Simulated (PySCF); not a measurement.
**Telling isomers of C$_{8}$H$_{13}$FO apart by NMR**

No relativistic terms, gas phase, one averaged value for each set of equivalent atoms, single conformer. Geometry: GFN2-xTB; shielding tensors at PBE0/pcSseg-1 (GIAO); PySCF.

Chemical shifts δ = σref − σ; TMS for $^{1}$H (σ = 31.72 ppm) and $^{13}$C (σ = 186.93 ppm), all at this level. Splittings of carbon signals by F and P are missing where no couplings were computed. Where no couplings were computed, multiplicities follow the n + 1 count of equivalent neighbours, and m marks all less simple cases (inequivalent or close neighbours, rings, F or P nearby). Shifts are as computed. Against solution values, carbons near 30 ppm lie about +3 ppm off and those near 130 ppm about +5 ppm. Of 1211 compounds with measured shifts, 218 miss one by over three times the rms of a fit or turn the order of signals round; such compounds aren't used in these exercises.

(1) Tabulate the signals of `C=C[C@@H](C)C(C)(C)C(=O)F`, `C=C[C@](C)(C(=O)F)C(C)C` and their relative energies.

(2) What is the quickest way to tell C=C[C@@H](C)C(C)(C)C(=O)F from C=C[C@](C)(C(=O)F)C(C)C?

## Answers

(1) 
```tsv
SMILES	carbon types	δC	δH	E rel. (kcal/mol)
C=C[C@@H](C)C(C)(C)C(=O)F	2×C 2×CH 1×CH2 3×CH3	178.1, 147.9, 126.3, 49.0, 47.8, 27.5, 19.4, 18.3	5.78 (m, 1H), 5.56 (m, 1H), 5.49 (m, 1H), 2.49 (m, 1H), 1.35 (s, 3H), 1.16 (d, 3H), 1.07 (s, 3H)	0.0
C=C[C@](C)(C(=O)F)C(C)C	2×C 2×CH 1×CH2 3×CH3	174.9, 150.3, 124.5, 56.2, 37.4, 20.5, 18.1, 12.4	6.29 (m, 1H), 5.72 (m, 1H), 5.56 (m, 1H), 2.29 (m, 1H), 1.22 (s, 3H), 1.06 (d, 3H), 0.89 (d, 3H)	1.2
```

Energies are electronic energies at PBE0/pcSseg-1 on these geometries, without zero-point or thermal terms, each for the one conformer computed, which needn't be the lowest.

(2) Both give the same number of carbon signals, with the same numbers of each carbon type, so the positions decide. The first has an allylic sp3 CH at 49.0 ppm, the second an sp3 CH at 37.4 ppm. Their most deshielded carbons lie at 178.1 and 174.9 ppm. In the proton spectra the most deshielded non-exchanging signals are 5.78 (m, 1H) and 6.29 (m, 1H).
